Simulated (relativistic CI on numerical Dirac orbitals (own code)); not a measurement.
Radial parameters of Mo XXI

Method of calculation: Dirac-Coulomb-Breit CI, orbitals from a KLI potential per configuration, QED by a radiative potential, unscaled Slater integrals (own radial code, finite nucleus).

Slater integrals F^k, G^k are unscaled and averaged over j, outside the closed core [Ne]; ζ comes from projecting the Hamiltonian with its Breit term on Σ l·s of the shell.

- 3s2.3p6.3d4: F^2(3d,3d) = 279150, F^4(3d,3d) = 179340, ζ(3d) = 13106 cm⁻¹; <r>(3d) = 0.3615, <r^2>(3d) = 0.1529 (bohr units).
- 3s2.3p5.3d5: ζ(3p) = 110960, F^2(3d,3d) = 278370, F^4(3d,3d) = 178820, F^2(3p,3d) = 251060, G^1(3p,3d) = 280430, G^3(3p,3d) = 183300, ζ(3d) = 12878 cm⁻¹; <r>(3p) = 0.3957, <r^2>(3p) = 0.1808, <r>(3d) = 0.3624, <r^2>(3d) = 0.1537 (bohr units).
- 3s.3p6.3d5: F^2(3d,3d) = 278090, F^4(3d,3d) = 178630, G^2(3s,3d) = 212220, ζ(3d) = 13017 cm⁻¹; <r>(3s) = 0.4017, <r^2>(3s) = 0.1839, <r>(3d) = 0.3627, <r^2>(3d) = 0.154 (bohr units).

**Question.** Give the Racah parameters of the d shell in 3s2.3p6.3d4.

**Answer.** B = F²/49 − 5F⁴/441 = 3664 cm⁻¹ and C = 35F⁴/441 = 14234 cm⁻¹.

Averages of the first 10 configurations, taken without configuration mixing, which lowers the lowest level and can move excited configurations by several eV; other configurations of the list can lie among them:

```csv
Configuration,Parity,States,Average energy above the lowest level (eV)
3s2.3p6.3d4,even,210,18.0
3s2.3p5.3d5,odd,1512,170.0
3s.3p6.3d5,even,504,278.1
3s2.3p6.3d3.4s,even,240,370.5
3s2.3p6.3d3.4p,odd,720,407.6
3s2.3p6.3d3.4d,even,1200,462.2
3s2.3p6.3d3.4f,odd,1680,511.7
3s2.3p5.3d4.4s,odd,2520,518.4
3s2.3p6.3d2.4s.4p,odd,540,776.6
3s2.3p6.3d3.5s,even,240,589.3
```
